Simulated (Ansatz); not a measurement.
Reaction (silylene formation by 1,1-elimination): `C[SiH](C)[SeH]` → `C[SeH]` + `C[SiH]`

Gas-phase electronic energies from Ansatz, PBE0-D4/def2-TZVP geometries. CCSD(T)/CBS is the MP2 limit (def2-TZVPP, def2-QZVPP) plus CCSD(T) − MP2 in def2-TZVPP, frozen cores. This one scheme is used for every species. For Se outer-core shells are correlated without core-valence functions, which leaves a few kJ/mol of doubt a bond. Scalar relativity is left out up to krypton. Each species was taken in one conformer, which may not be the lowest.

```csv
species,CCSD(T)/CBS(def2) energy (Eh)
`C[SiH](C)[SeH]`,-2770.75853
`C[SeH]`,-2441.15625
`C[SiH]`,-329.46712
```

Question: Work out ΔE.

Answer: ΔE = (-2441.15625) + (-329.46712) − (-2770.75853) = 0.13516 Eh = +3.68 eV.

Largest T1 diagnostic among the species: 0.012.

From BLYP to BHLYP (50 % exact exchange), in def2-TZVPP and without D4, ΔE moves by +0.37 eV. Leaving LDA and LC-ωPBE aside and taking each functional with its dispersion term where it has one, the values, not all of them listed here, spread over 0.50 eV, from BLYP-D4 to r2SCAN0-D4. LDA lies +0.39 eV from PBE without D4. The D4 term adds +0.18 eV with B3LYP and +0.10 eV with PBE0; it sums over pairs of atoms, weighted by their polarisabilities, and B3LYP, whose exchange is more repulsive, gets the larger term.

B3LYP here is the variant with VWN-RPA as its local correlation; programs differ in this.
